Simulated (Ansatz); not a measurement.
Cost and result for the atomization energy of `[NH3+][Au-][F]` (6 atoms, 5 bonds).

| atom | x (Å) | y (Å) | z (Å) |
| --- | --- | --- | --- |
| N1 | -0.132 | -0.761 | -0.275 |
| Au2 | 0.197 | 1.136 | 0.411 |
| F3 | 0.508 | 2.926 | 1.058 |
| H4 | 0.098 | -1.451 | 0.433 |
| H5 | 0.435 | -0.957 | -1.095 |
| H6 | -1.105 | -0.893 | -0.532 |

Total charge 0; spin multiplicity 1. Correlated methods include outer-core shells of Au, which these sets cover unevenly. Au takes the def2 core potential. All single points use the PBE0-D4/def2-TZVP geometry. It is one conformer, not always the lowest. Program: Ansatz. All runs use 2 threads of a server CPU on a shared host. Times are those of one run each, without the atoms' runs, and a repeat can differ threefold. Electronic energies, without spin–orbit coupling; frozen cores. CCSD(T)/CBS adds CCSD(T) − MP2 in def2-TZVPP to the MP2 limit, and its time is that of the two runs behind it. T1 = 0.015. With those shells the extrapolation isn't a true limit.

CCSD(T)/CBS is a level of theory with its own doubt, some kJ/mol a heavy atom from the limit and from the frozen cores, so smaller differences don't rank the functionals.

```json
{"level": "LDA (SPW92)/def2-TZVPP", "functions": "160", "wall time": "1 s", "atomization (kJ/mol)": "2085.9", "difference from CCSD(T)/CBS": "303.5", "per bond": "60.7"}
{"level": "PBE0-D4/def2-TZVPP", "functions": "160", "wall time": "2.2 s", "atomization (kJ/mol)": "1728.2", "difference from CCSD(T)/CBS": "-54.2", "per bond": "-10.8"}
{"level": "PBE-D4/def2-TZVPP (with forces)", "functions": "160", "wall time": "2.2 s", "atomization (kJ/mol)": "1802.7", "difference from CCSD(T)/CBS": "20.3", "per bond": "4.1"}
{"level": "BHLYP-D4/def2-TZVPP", "functions": "160", "wall time": "2.5 s", "atomization (kJ/mol)": "1651.8", "difference from CCSD(T)/CBS": "-130.6", "per bond": "-26.1"}
{"level": "CAM-B3LYP-D4/def2-TZVPP", "functions": "160", "wall time": "2.6 s", "atomization (kJ/mol)": "1766.7", "difference from CCSD(T)/CBS": "-15.7", "per bond": "-3.1"}
{"level": "CCSD(T)/def2-SVP", "functions": "75", "wall time": "2.6 s", "atomization (kJ/mol)": "1606.7", "difference from CCSD(T)/CBS": "-175.7", "per bond": "-35.1"}
{"level": "B2PLYP/def2-TZVPP", "functions": "160", "wall time": "4.2 s", "atomization (kJ/mol)": "1732.1", "difference from CCSD(T)/CBS": "-50.3", "per bond": "-10.1"}
{"level": "PBE-QIDH/def2-TZVPP", "functions": "160", "wall time": "4.3 s", "atomization (kJ/mol)": "1708.4", "difference from CCSD(T)/CBS": "-74.0", "per bond": "-14.8"}
{"level": "B97M-V/def2-TZVPP", "functions": "160", "wall time": "7.5 s", "atomization (kJ/mol)": "1740.1", "difference from CCSD(T)/CBS": "-42.3", "per bond": "-8.5"}
{"level": "ωB97X-V/def2-TZVPP", "functions": "160", "wall time": "7.5 s", "atomization (kJ/mol)": "1754.6", "difference from CCSD(T)/CBS": "-27.8", "per bond": "-5.6"}
{"level": "MP2/def2-QZVPP", "functions": "292", "wall time": "11 s", "atomization (kJ/mol)": "1789.3", "difference from CCSD(T)/CBS": "6.9", "per bond": "1.4"}
{"level": "CCSD(T)/def2-TZVPP", "functions": "160", "wall time": "29 s", "atomization (kJ/mol)": "1704.9", "difference from CCSD(T)/CBS": "-77.5", "per bond": "-15.5"}
{"level": "CCSD(T)/CBS(def2)", "functions": "–", "wall time": "40 s", "atomization (kJ/mol)": "1782.4", "difference from CCSD(T)/CBS": "0.0", "per bond": "0.0"}
```

The D4 term adds +12.8 kJ/mol with B3LYP and +6.5 kJ/mol with PBE0; it sums over pairs of atoms, weighted by their polarisabilities, and B3LYP, whose exchange is more repulsive, gets the larger term. At CCSD(T), def2-SVP lies −175.7 kJ/mol from the extrapolated value and def2-TZVPP −77.5 kJ/mol: correlation converges slowly with the basis, and small sets miss more of it in the bonded molecule than in its fragments. In def2-TZVPP, CCSD(T) changes the Hartree–Fock value by +609.4 kJ/mol (the triples alone add +38.6 kJ/mol) and MP2 by +646.8 kJ/mol; breaking electron pairs costs correlation energy, which Hartree–Fock lacks.

B3LYP here is the variant with VWN-RPA as its local correlation; programs differ in this.
